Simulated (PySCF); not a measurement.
H8N2Si2, SMILES N[SiH2][SiH2]N.

The structure is a stationary point at PBE0-D3(BJ)/def2-SVP. The values are those of a single conformer.

These are TDDFT-M06-2X/def2-SVPD in PySCF values and carry that method's errors.

Vertical excitations. Isolated molecule, no solvent.

Computed UV-visible absorptions:
```json
[
 {"state": "S1", "energy (eV)": "5.88", "λ (nm)": "211", "f": "0.010", "main pairs": "HOMO→LUMO 80 %"},
 {"state": "S2", "energy (eV)": "6.18", "λ (nm)": "201", "f": "0.003", "main pairs": "HOMO−1→LUMO 49 %, HOMO→LUMO+1 27 %, HOMO−1→LUMO+1 13 %"},
 {"state": "S3", "energy (eV)": "6.83", "λ (nm)": "182", "f": "0.010", "main pairs": "HOMO−2→LUMO 63 %, HOMO−1→LUMO+1 17 %"},
 {"state": "S4", "energy (eV)": "6.84", "λ (nm)": "181", "f": "0.048", "main pairs": "HOMO→LUMO+1 50 %, HOMO−1→LUMO 24 %, HOMO→LUMO+3 8 %"},
 {"state": "S5", "energy (eV)": "7.14", "λ (nm)": "174", "f": "0.022", "main pairs": "HOMO−1→LUMO+1 41 %, HOMO−2→LUMO 18 %, HOMO→LUMO+2 11 %, HOMO−1→LUMO+3 8 %"},
 {"state": "S6", "energy (eV)": "7.27", "λ (nm)": "171", "f": "0.046", "main pairs": "HOMO→LUMO+2 72 %"},
 {"state": "S7", "energy (eV)": "7.42", "λ (nm)": "167", "f": "0.131", "main pairs": "HOMO→LUMO+3 62 %, HOMO→LUMO+1 10 %"},
 {"state": "S8", "energy (eV)": "7.54", "λ (nm)": "164", "f": "0.037", "main pairs": "HOMO−1→LUMO+2 72 %"},
 {"state": "S9", "energy (eV)": "7.67", "λ (nm)": "162", "f": "0.005", "main pairs": "HOMO−1→LUMO+3 51 %, HOMO→LUMO+4 16 %"},
 {"state": "S10", "energy (eV)": "7.88", "λ (nm)": "157", "f": "0.025", "main pairs": "HOMO−2→LUMO+1 46 %, HOMO→LUMO+4 13 %, HOMO→LUMO+5 7 %"},
 {"state": "T1", "energy (eV)": "5.55", "λ (nm)": "223", "f": "0", "main pairs": "HOMO→LUMO 75 %"},
 {"state": "T2", "energy (eV)": "5.91", "λ (nm)": "210", "f": "0", "main pairs": "HOMO−1→LUMO 45 %, HOMO→LUMO+1 26 %, HOMO−1→LUMO+1 13 %"},
 {"state": "T3", "energy (eV)": "6.32", "λ (nm)": "196", "f": "0", "main pairs": "HOMO→LUMO+1 37 %, HOMO→LUMO+3 12 %, HOMO−1→LUMO+1 11 %, HOMO−1→LUMO 10 %"},
 {"state": "T4", "energy (eV)": "6.37", "λ (nm)": "195", "f": "0", "main pairs": "HOMO−2→LUMO 71 %"}
]
```
Triplets are in the Tamm–Dancoff approximation, which puts them higher than full response would, so one can lie above its singlet here.
